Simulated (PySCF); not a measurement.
Zn(SH)(SiH3) (H₄SSiZn), SMILES [SiH3][Zn][SH].

Geometry optimised at PBE0-D3(BJ)/def2-SVP. Other conformers were not sampled.

These are PBE0-D3(BJ)/def2-SVP (PySCF 2.14.0) values and carry that method's errors.

Frequencies are harmonic and unscaled.

A small imaginary wavenumber (i) marks a very flat motion, where grid noise or a shallow saddle decides the sign.

| mode | ν (cm⁻¹) | IR (km/mol) | Raman (Å⁴/amu) | depolarisation | moving atoms (share of kinetic energy) |
|---|---|---|---|---|---|
| 1 | 22i | 13.5 | 5.9 | 0.75 | H 98 % |
| 2 | 82 | 8.2 | 0.1 | 0.51 | Zn 47 %, S 25 %, Si 17 %, H 11 % |
| 3 | 86 | 7.8 | 0.2 | 0.75 | Zn 47 %, S 27 %, Si 17 %, H 9 % |
| 4 | 287 | 1.8 | 33.2 | 0.26 | Si 58 %, S 32 % |
| 5 | 418 | 43.4 | 1.3 | 0.43 | Zn 47 %, S 38 %, Si 10 % |
| 6 | 441 | 4.2 | 3.1 | 0.75 | H 87 %, Si 10 % |
| 7 | 449 | 3.8 | 1.8 | 0.73 | H 87 %, Si 11 % |
| 8 | 595 | 12.2 | 1.5 | 0.54 | H 92 % |
| 9 | 857 | 261.4 | 2.0 | 0.68 | H 91 %, Si 9 % |
| 10 | 931 | 34.2 | 32.8 | 0.75 | H 98 % |
| 11 | 932 | 34.2 | 32.8 | 0.75 | H 98 % |
| 12 | 2204 | 71.0 | 271.5 | 0.00 | H 99 % |
| 13 | 2214 | 92.0 | 151.1 | 0.72 | H 96 % |
| 14 | 2215 | 91.7 | 149.8 | 0.75 | H 96 % |
| 15 | 2701 | 1.7 | 137.1 | 0.31 | H 97 % |
